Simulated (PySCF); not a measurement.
# Potential energy of RbTe⁺ along the bond

Set-up: basis Rb def2-SVP with ECP28, Te def2-SVP with ECP28; scalar-relativistic core potentials; PySCF 2.14. Energies in eV from Rb⁺ + Te in their ground configurations at the same level. State: ³Σ⁻ (triplet), unpaired electrons π ↑↑.

```tsv
R (Å)	UHF-CCSD(T)	PBE0	BP86
3.306		-0.1828	-0.1465
3.460	-0.2530	-0.2930	-0.2599
3.613	-0.3213	-0.3478	-0.3181
3.729	-0.3460	-0.3650	-0.3379
3.844	-0.3554	-0.3688	-0.3442
3.959	-0.3543	-0.3633	-0.3410
4.113	-0.3423	-0.3471	-0.3278
4.305	-0.3181	-0.3192	-0.3033
4.536	-0.2843	-0.2822	-0.2700
4.843		-0.2351	-0.2271
```

Put a parabola through the three lowest points of the UHF-CCSD(T) curve and estimate Re, k and ωe (reduced mass 51.35 u; 1 eV/Å² = 0.16022 mdyn/Å; ωe = 1302.8·√(k/μ) cm⁻¹).

Through R = 3.729, 3.844, 3.959 Å the second-order coefficient is 0.397 eV/Å², so Re ≈ 3.889 Å, k ≈ 0.127 mdyn/Å and ωe ≈ 65 cm⁻¹. A polynomial fit of higher order to the unrounded UHF-CCSD(T) energies gives Re = 3.885 Å, k = 0.109 mdyn/Å, ωe = 60.1 cm⁻¹; anharmonicity and rounding make the difference.

The higher-order fit for each curve: UHF-CCSD(T): Re = 3.885 Å, ωe = 60.1 cm⁻¹, De = 0.356 eV; PBE0: Re = 3.826 Å, ωe = 62.2 cm⁻¹, De = 0.369 eV; BP86: Re = 3.856 Å, ωe = 59.3 cm⁻¹, De = 0.344 eV.

Correlated steps freeze 4 core orbitals. The bond is weak. Basis-set superposition, not corrected here, can be much of De in a small basis, most of all at correlated wavefunction levels. Spin–orbit coupling is left out, which matters for elements this heavy, above all for dissociation energies. For an ion De counts to the pair picked by the measured ionisation energies or electron affinities, which need not be the lowest pair at this level. The state was picked by a PBE0 search and need not be the measured ground state.
